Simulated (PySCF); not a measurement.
**Al4, triplet: molecular constants**

These are results of PySCF, UPBE0, basis Al def2-TZVP (no relativity, density fitting), not measurements.

The structure is a minimum.

| Quantity | Value |
| --- | --- |
| Point group | D2h |
| Bond lengths | Al–Al 2.553 Å (×4), Al–Al 2.853 Å |
| Bond angles | Al–Al–Al 56.0° (×4), Al–Al–Al 67.9° (×2), Al–Al–Al 112.1° (×2) |
| Atomisation energy without zero-point energy | 580 kJ/mol |
| Principal polarisabilities | 120.1, 201.1, 283.7 bohr³ |
| Zero-point energy | 8.5 kJ/mol |
| Principal quadrupole moments (Buckingham, traceless) about the centre of mass | -6.68, -2.01, 8.70 D Å |
| Rotational symmetry number | 4 |
| Lowest empty level (β) | -3.46 eV |
| Rotational constants | 0.1535, 0.06967, 0.04792 cm⁻¹ |
| Entropy at 298.15 K and 1 bar (electronic part: spin only) | 334.4 J/(mol K) |
| Spin squared ⟨S²⟩ | 2.018 |
| Highest occupied level (β) | -5.14 eV |
| Heat capacity Cp at 298.15 K | 77.4 J/(mol K) |
| Dipole moment | 0.00 D |
| Enthalpy at 298.15 K above 0 K | 18.15 kJ/mol |

Harmonic modes (masses in u: Al 26.982):
| symmetry | ω (cm⁻¹) | IR (km/mol) |
| --- | --- | --- |
| b3u | 50 | 3.7 |
| ag | 188 | 0.0 |
| b2u | 221 | 1.5 |
| b1u | 300 | 6.8 |
| ag | 316 | 0.0 |
| b3g | 340 | 0.0 |

In D2h the vibrations span b3u + 2ag + b2u + b1u + b3g. The ag, b3g modes carry no infrared intensity, as symmetry demands. With a centre of inversion only u modes can be infrared active and only g modes Raman active.

Charges (e):
```tsv
atom	Mulliken	Löwdin	polar tensor	spin (Mulliken)	Mayer order to Al1
Al1	-0.05	-0.07	-0.16	0.71	–
Al2	-0.05	-0.07	-0.16	0.71	0.79
Al3,4	0.05	0.07	0.16	0.29	0.85
```
Other Mayer orders above 0.3: Al–Al 0.56, Al–Al 0.85 (×2).

Mulliken populations on Al1: s 5.59, p 7.33, d 0.12, f 0.01.

This need not be the most stable arrangement of these atoms.

The final relaxation and frequency run took 58 s on 4 threads of a shared Arm Neoverse V2 host, with 148 basis functions and 12 gradients; the process peaked at 1.6 GiB.
